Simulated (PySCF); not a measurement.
PySCF job for Cl2Te, SMILES Cl[Te]Cl (connectivity only; charge and spin as stated), charge +1, multiplicity 2, C-PCM-M06-2X/def2-SVP. Coordinates come from a B3LYP-D3(BJ)/def2-TZVP optimisation. The spin state was assumed, not searched. The isomer is the one that the SMILES or the coordinates give; other isomers of the formula were not compared. The def2 effective core potentials stand for the cores of Te; spin–orbit coupling is left out.

```python
import numpy as np
from pyscf import gto, scf, dft
from pyscf.solvent import pcm

mol = gto.M(
    atom='''
    Te    0.00000000    0.00000000    0.56914762
    Cl    0.00000000    1.75288988   -0.87046107
    Cl    0.00000000   -1.75288988   -0.87046107
    ''',
    basis='def2-SVP',
    ecp={'Te': 'def2-svp'},
    charge=1,
    spin=1,
    max_memory=1600,
    verbose=3,
)
mf = dft.UKS(mol, xc='m06-2x').density_fit(auxbasis='def2-universal-jkfit')
mf.grids.level = 4
mf.conv_tol = 1e-9
mf.max_cycle = 100
mf.kernel()
fine, coarse = mf.grids, dft.Grids(mol).set(level=1).build(with_non0tab=True)
for _ in range(3):  # follow internal instabilities
    mf.grids = coarse
    mo, _, stable, _ = mf.stability(return_status=True, nroots=4)
    mf.grids = fine
    if stable:
        break
    mf.kernel(mf.make_rdm1(mo, mf.mo_occ))
res = {}
for name, eps in {'water': 78.355, 'dimethylsulfoxide': 46.826, 'methanol': 32.613}.items():
    s = mf.PCM()
    s.with_solvent.method, s.with_solvent.eps, s.with_solvent.lebedev_order = 'C-PCM', eps, 29
    s.kernel(mf.make_rdm1())
    res[name] = (s.e_tot, eps, s.dip_moment(), s.mo_energy, s.converged)
    print(f'{name}: electrostatic solvation free energy {(s.e_tot - mf.e_tot) * 627.509474:.3f} kcal/mol')
```

Log of the run:

```

WARN: HOMO -0.76190435289605 >= LUMO -0.761904352896066

converged SCF energy = -1187.71515494027  <S^2> = 0.75862128  2S+1 = 2.0086028
<class 'pyscf.df.df_jk.DFUKS'> wavefunction is stable in the internal stability analysis

WARN: PCM is an experimental feature. It is still in testing.
Features and APIs may be changed in the future.

converged SCF energy = -1187.81453270057  <S^2> = 0.75871684  2S+1 = 2.0086979

WARN: System has nonzero charge 1; the dipole moment is origin-dependent.
Location of origin: [0. 0. 0.]

Dipole moment(X, Y, Z, Debye):  0.00000, -0.00000,  3.32505
water: electrostatic solvation free energy -62.360 kcal/mol

WARN: PCM is an experimental feature. It is still in testing.
Features and APIs may be changed in the future.

converged SCF energy = -1187.81364286933  <S^2> = 0.75871645  2S+1 = 2.0086975

WARN: System has nonzero charge 1; the dipole moment is origin-dependent.
Location of origin: [0. 0. 0.]

Dipole moment(X, Y, Z, Debye):  0.00000, -0.00000,  3.31213
dimethylsulfoxide: electrostatic solvation free energy -61.802 kcal/mol

WARN: PCM is an experimental feature. It is still in testing.
Features and APIs may be changed in the future.

converged SCF energy = -1187.81267975076  <S^2> = 0.75871602  2S+1 = 2.0086971

WARN: System has nonzero charge 1; the dipole moment is origin-dependent.
Location of origin: [0. 0. 0.]

Dipole moment(X, Y, Z, Debye): -0.00000,  0.00000,  3.29821
methanol: electrostatic solvation free energy -61.198 kcal/mol
```

The calculation finished and met its thresholds.
